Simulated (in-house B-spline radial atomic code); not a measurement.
Computed with a B-spline radial atomic code. Model: two electrons, singlet ground state, non-relativistic, full CI in B-splines with partial waves to l = 8 (at full coupling up to 3e-4 hartree above the limit, correlation up to 0.6 % small), density held at that of full coupling by Lieb maximisation.

Along the adiabatic connection the electron repulsion is scaled by a coupling λ while a local potential keeps the density fixed. At λ = 0 the system is the Kohn-Sham one and W equals the exchange energy; the exchange-correlation energy is the area under W between 0 and 1. The kinetic energy rises with λ as the electrons avoid each other, with dT/dλ = −λ dW/dλ.

Command:
```bash
python run_ac.py task.json out
```
Settings (lengths in bohr, energies in hartree):
```
potential              dot
strength               0.148
lmax                   8
second                 0.3
```

Time taken, with all properties: 46 s on 1 thread of Intel(R) Xeon(R) Processor @ 2.30GHz, with other jobs on the host.

**W = mean repulsion less Hartree energy, and W of three functionals.**

Given: confinement charge in harmonic well; well frequency 0.148 hartree; nuclear charge 0.3; external potential omega^2 r^2/2 - Z/r.

Computed: PBE exchange minus exact 12.678 millihartree; SCAN exchange minus exact 1.4944 millihartree.

| coupling | W xc (hartree) | W xc minus exchange (millihartree) | kinetic minus Kohn-Sham (millihartree) | LDA (PW92) W minus its exchange (millihartree) | PBE W minus its exchange (millihartree) | SCAN W minus its exchange (millihartree) |
| --- | --- | --- | --- | --- | --- | --- |
| 0 | -0.30418 | 0 | 0 | 0 | 0 | 0 |
| 0.02 | -0.30607 | -1.885 | 0.02 | -9.14 | -2.69 | -1.85 |
| 0.05 | -0.30879 | -4.606 | 0.11 | -17.75 | -6.52 | -4.47 |
| 0.12 | -0.31468 | -10.494 | 0.61 | -31.86 | -14.5 | -10.08 |
| 0.25 | -0.32414 | -19.954 | 2.34 | -49.68 | -26.67 | -19.07 |
| 0.4 | ? | ? | ? | ? | ? | ? |
| 0.6 | -0.34277 | -38.589 | 10.02 | -78.64 | -49.54 | -37.24 |
| 0.8 | -0.35043 | -46.245 | 15.35 | -89.62 | -58.89 | -45.01 |
| 1 | -0.35666 | -52.472 | 20.94 | -98.44 | -66.58 | -51.49 |
| 1.4 | -0.36618 | -62.001 | 32.26 | -111.95 | -78.64 | -61.69 |
| 2 | ? | ? | ? | ? | ? | ? |
| 3 | -0.38628 | -82.1 | 74.02 | -141.72 | -106 | -83.85 |
| 4.5 | -0.39532 | -91.134 | 107.27 | -156.21 | -119.6 | -93.48 |
| 7 | -0.40367 | -99.484 | 154.2 | -170.52 | -133.16 | -101.57 |
| 10 | -0.40934 | -105.16 | 201.68 | -180.86 | -143.02 | -106.34 |

**Question.** What belongs in the row 0.4?

**Answer.** W xc (hartree): -0.33314; W xc minus exchange (millihartree): -28.958; kinetic minus Kohn-Sham (millihartree): 5.25; LDA (PW92) W minus its exchange (millihartree): -64.26; PBE W minus its exchange (millihartree): -37.81; SCAN W minus its exchange (millihartree): -27.74.

**Question.** What belongs in the row 2?

**Answer.** W xc (hartree): -0.376; W xc minus exchange (millihartree): -71.819; kinetic minus Kohn-Sham (millihartree): 48.75; LDA (PW92) W minus its exchange (millihartree): -126.17; PBE W minus its exchange (millihartree): -91.6; SCAN W minus its exchange (millihartree): -72.48.

**Question.** What is the LDA exchange minus exact?

**Answer.** 44.593 millihartree.

**Energy parts, natural occupations and partial-wave weights.**

Computed: exchange energy -0.30418 hartree; correlation energy -0.031534 hartree; kinetic part of the DFT correlation energy 0.020938 hartree; kinetic part over minus potential part 0.39903; Hartree energy 0.60837 hartree; Kohn-Sham kinetic 0.21781 hartree; Lieb Oxford ratio E_xc over LDA exchange 1.2933.

| natural | occupation of the shell (electrons) |
| --- | --- |
| s | 1.8999 |
| p | 0.087264 |
| s | ? |
| d | 0.0012335 |
| p | 0.00043459 |
| f | 0.0001309 |

**Question.** What belongs in the row s?

**Answer.** occupation of the shell (electrons): 0.010816.

```
wave      weight
   s      0.9554
   p           ?
   d  0.00064784
   f  7.2857e-05
   g  1.5557e-05
```

**Question.** What belongs in the row p?

**Answer.** weight: 0.043861.

**Question.** What is the total energy?

**Answer.** 0.4539 hartree.

**Question.** What is the initial slope twice GL2?

**Answer.** -0.095673 hartree.

Half-way to full coupling W has made 64 % of its drop, against 50 % for a straight line, and second-order (GL2) theory, half the initial slope, overshoots the correlation energy by about 52 %: a marked bend. Over couplings 0 to 1 the errors in E_xc come to about +10 millihartree for LDA, +3.5 millihartree for PBE, +2.5 millihartree for SCAN, so SCAN is nearest. In LDA and PBE the errors of exchange and correlation have opposite signs, so the sum is smaller than the larger of the two.
